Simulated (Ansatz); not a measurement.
Geometry optimisation of C$_{2}$H$_{7}$AlBF (`FBC[CH2][AlH2]`).

```yaml
crystal:
  periodic: [false, false, false]
  atoms:
    - {symbol: F, position_ang: [-2.168706, 1.540134, 0.772393]}
    - {symbol: B, position_ang: [-0.895660, 1.260377, 1.084720]}
    - {symbol: C, position_ang: [-0.283601, -0.120355, 0.695931]}
    - {symbol: C, position_ang: [0.298447, 0.365509, -0.699074]}
    - {symbol: Al, position_ang: [0.969051, -1.426985, -1.117317]}
    - {symbol: H, position_ang: [-0.232401, 2.156370, 1.581143]}
    - {symbol: H, position_ang: [0.522807, -0.456955, 1.381038]}
    - {symbol: H, position_ang: [-1.047570, -0.920140, 0.579568]}
    - {symbol: H, position_ang: [1.060011, 1.158414, -0.563222]}
    - {symbol: H, position_ang: [-0.506801, 0.736092, -1.363304]}
    - {symbol: H, position_ang: [2.380220, -1.871861, -0.504629]}
    - {symbol: H, position_ang: [-0.018797, -2.475801, -1.813147]}
basis:
  gaussian: {orbitals: def2-TZVP}
hamiltonian: {xc: pbe0, dispersion: d4}
relax: {f_tol: 0.005, max_steps: 150}
```

```sh
$ ansatz run in.yaml --threads 4 --pin off --events-out ev --progress --plain --max-ram 10444MiB
```

Shortened log:

```
Functional definition: PBE0
mean field -12172.00145621 eV, -447.3128030369 hartree, gradient 1.6e-5 eV, S^2 0.000000; 0 other end points of the search recorded, 0 dependent functions left out
relax step   1: F+E_penalty+E_count = -12172.18930112 eV  Δ(F+E_penalty+E_count) = +0.000e0 eV  max|allowed force component| = 4.698e-1 eV/Å  Δτ_max = 0.0000 Å  (28 SCF iters, accepted)
mean field -12172.03365874 eV, -447.3139864581 hartree, gradient 7.6e-6 eV, S^2 0.000000; 0 other end points of the search recorded, 0 dependent functions left out
relax step   2: F+E_penalty+E_count = -12172.22186142 eV  Δ(F+E_penalty+E_count) = -3.256e-2 eV  max|allowed force component| = 1.761e-1 eV/Å  Δτ_max = 0.0199 Å  (32 SCF iters, accepted)
mean field -12172.03450836 eV, -447.3140176809 hartree, gradient 7.4e-6 eV, S^2 0.000000; 0 other end points of the search recorded, 0 dependent functions left out
relax step   3: F+E_penalty+E_count = -12172.22253988 eV  Δ(F+E_penalty+E_count) = -6.785e-4 eV  max|allowed force component| = 2.102e-1 eV/Å  Δτ_max = 0.0296 Å  (31 SCF iters, accepted)
mean field -12172.03706976 eV, -447.3141118107 hartree, gradient 7.2e-6 eV, S^2 0.000000; 0 other end points of the search recorded, 0 dependent functions left out
relax step   4: F+E_penalty+E_count = -12172.22520136 eV  Δ(F+E_penalty+E_count) = -2.661e-3 eV  max|allowed force component| = 5.404e-2 eV/Å  Δτ_max = 0.0189 Å  (31 SCF iters, accepted)
mean field -12172.03715745 eV, -447.3141150331 hartree, gradient 7.2e-6 eV, S^2 0.000000; 0 other end points of the search recorded, 0 dependent functions left out
relax step   5: F+E_penalty+E_count = -12172.22524220 eV  Δ(F+E_penalty+E_count) = -4.083e-5 eV  max|allowed force component| = 3.392e-2 eV/Å  Δτ_max = 0.0046 Å  (32 SCF iters, accepted)
mean field -12172.03737997 eV, -447.3141232106 hartree, gradient 7.2e-6 eV, S^2 0.000000; 0 other end points of the search recorded, 0 dependent functions left out
relax step   6: F+E_penalty+E_count = -12172.22537492 eV  Δ(F+E_penalty+E_count) = -1.327e-4 eV  max|allowed force component| = 2.249e-2 eV/Å  Δτ_max = 0.0037 Å  (32 SCF iters, accepted)
mean field -12172.03779185 eV, -447.3141383468 hartree, gradient 7.3e-6 eV, S^2 0.000000; 0 other end points of the search recorded, 0 dependent functions left out
relax step   7: F+E_penalty+E_count = -12172.22554221 eV  Δ(F+E_penalty+E_count) = -1.673e-4 eV  max|allowed force component| = 2.389e-2 eV/Å  Δτ_max = 0.0092 Å  (32 SCF iters, accepted)
mean field -12172.03814288 eV, -447.3141512472 hartree, gradient 7.3e-6 eV, S^2 0.000000; 0 other end points of the search recorded, 0 dependent functions left out
relax step   8: F+E_penalty+E_count = -12172.22564585 eV  Δ(F+E_penalty+E_count) = -1.036e-4 eV  max|allowed force component| = 2.611e-2 eV/Å  Δτ_max = 0.0091 Å  (32 SCF iters, accepted)
mean field -12171.87085594 eV, -447.3080035652 hartree, gradient 1.7e-5 eV, S^2 0.000000; 0 other end points of the search recorded, 0 dependent functions left out
relax step   9: F+E_penalty+E_count = -12172.05766736 eV  Δ(F+E_penalty+E_count) = +1.680e-1 eV  max|allowed force component| = 1.721e0 eV/Å  Δτ_max = 0.0719 Å  (31 SCF iters, rejected (line search))
mean field -12172.03836621 eV, -447.3141594544 hartree, gradient 7.3e-6 eV, S^2 0.000000; 0 other end points of the search recorded, 0 dependent functions left out
relax step  10: F+E_penalty+E_count = -12172.22568399 eV  Δ(F+E_penalty+E_count) = -3.814e-5 eV  max|allowed force component| = 1.801e-2 eV/Å  Δτ_max = 0.0254 Å  (31 SCF iters, accepted)
mean field -12172.03859501 eV, -447.3141678625 hartree, gradient 7.3e-6 eV, S^2 0.000000; 0 other end points of the search recorded, 0 dependent functions left out
relax step  11: F+E_penalty+E_count = -12172.22574030 eV  Δ(F+E_penalty+E_count) = -5.631e-5 eV  max|allowed force component| = 1.688e-2 eV/Å  Δτ_max = 0.0127 Å  (31 SCF iters, accepted)
mean field -12172.03871276 eV, -447.3141721898 hartree, gradient 7.3e-6 eV, S^2 0.000000; 0 other end points of the search recorded, 0 dependent functions left out
relax step  12: F+E_penalty+E_count = -12172.22572177 eV  Δ(F+E_penalty+E_count) = +1.853e-5 eV  max|allowed force component| = 3.003e-2 eV/Å  Δτ_max = 0.0059 Å  (32 SCF iters, rejected (line search))
mean field -12172.03865754 eV, -447.3141701606 hartree, gradient 7.3e-6 eV, S^2 0.000000; 0 other end points of the search recorded, 0 dependent functions left out
relax step  13: F+E_penalty+E_count = -12172.22578060 eV  Δ(F+E_penalty+E_count) = -4.030e-5 eV  max|allowed force component| = 5.328e-3 eV/Å  Δτ_max = 0.0028 Å  (33 SCF iters, accepted)
mean field -12172.03864755 eV, -447.3141697932 hartree, gradient 7.3e-6 eV, S^2 0.000000; 0 other end points of the search recorded, 0 dependent functions left out
relax step  14: F+E_penalty+E_count = -12172.22578247 eV  Δ(F+E_penalty+E_count) = -1.867e-6 eV  max|allowed force component| = 5.620e-3 eV/Å  Δτ_max = 0.0020 Å  (32 SCF iters, accepted)
mean field -12172.03868858 eV, -447.3141713013 hartree, gradient 7.3e-6 eV, S^2 0.000000; 0 other end points of the search recorded, 0 dependent functions left out
relax step  15: F+E_penalty+E_count = -12172.22578424 eV  Δ(F+E_penalty+E_count) = -1.775e-6 eV  max|allowed force component| = 7.174e-3 eV/Å  Δτ_max = 0.0022 Å  (33 SCF iters, accepted)
mean field -12172.03869500 eV, -447.3141715371 hartree, gradient 7.3e-6 eV, S^2 0.000000; 0 other end points of the search recorded, 0 dependent functions left out
relax step  16: F+E_penalty+E_count = -12172.22578845 eV  Δ(F+E_penalty+E_count) = -4.209e-6 eV  max|allowed force component| = 2.869e-3 eV/Å  Δτ_max = 0.0011 Å  (33 SCF iters, accepted)
mean field -12172.03869500 eV, -447.3141715371 hartree, gradient 7.3e-6 eV, S^2 0.000000; 1 other end points of the search recorded, 0 dependent functions left out
Total energy: -12172.22582837 eV, -447.3210485618 hartree
Atom 0 at    -2.172784     1.545839     0.797157 Å, force     0.002038    -0.000123    -0.000113 eV/Å
Atom 1 at    -0.907062     1.276686     1.099774 Å, force    -0.000922    -0.000026     0.001632 eV/Å
Atom 2 at    -0.294437    -0.090191     0.707980 Å, force    -0.002869     0.000418     0.001051 eV/Å
Atom 3 at     0.303149     0.332062    -0.691179 Å, force     0.000434    -0.000892    -0.000866 eV/Å
Atom 4 at     0.975534    -1.437405    -1.132477 Å, force    -0.000632     0.001034     0.000932 eV/Å
Atom 5 at    -0.257581     2.164837     1.578597 Å, force    -0.000432    -0.000499    -0.001376 eV/Å
Atom 6 at     0.497883    -0.420551     1.386232 Å, force     0.000376    -0.000610    -0.000440 eV/Å
Atom 7 at    -1.045343    -0.882409     0.605963 Å, force     0.000935     0.000755    -0.000069 eV/Å
Atom 8 at     1.061738     1.107541    -0.566811 Å, force     0.000036     0.000240    -0.000067 eV/Å
Atom 9 at    -0.482968     0.706630    -1.350091 Å, force     0.000130    -0.000139    -0.000126 eV/Å
Atom 10 at     2.380116    -1.883480    -0.542926 Å, force     0.001003    -0.000174    -0.000189 eV/Å
Atom 11 at     0.018755    -2.474761    -1.858119 Å, force    -0.000097     0.000015    -0.000368 eV/Å
Dipole moment:     0.203817    -0.027229    -0.049669 e Å
```

Hardware: 4 threads of an Arm Neoverse V1 on a shared host. Wall time 57 s, peak host memory 0.51 GiB.
